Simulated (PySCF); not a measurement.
CH2F, SMILES F[CH2] (connectivity only; charge and spin as stated), charge +1, multiplicity 1. Coordinates come from a PBE0-D3(BJ)/def2-TZVPD optimisation. The multiplicity is an assumed one; other spin states were not compared. The isomer is the one that the SMILES or the coordinates give; other isomers of the formula were not compared.

TDA-PBE/def2-TZVPD run with PySCF 2.14.0 puts the lowest singlet excitations at 5.07, 9.86, 10.21, 11.53, 12.16, 12.65 eV and the lowest triplet (TDA) at 4.27 eV.

Problem. What are the lowest singlet roots from EOM-CCSD/aug-cc-pVDZ run with PySCF 2.14.0? (Estimate from the structure and the level; the computed values follow.)

Solution. 5.59, 10.89, 10.94, 10.96, 13.18, 13.98 eV; triplets 5.05, 8.55, 9.69 eV. S1 differs by 0.52 eV (second minus first; roots are paired by order, and the bases may differ).
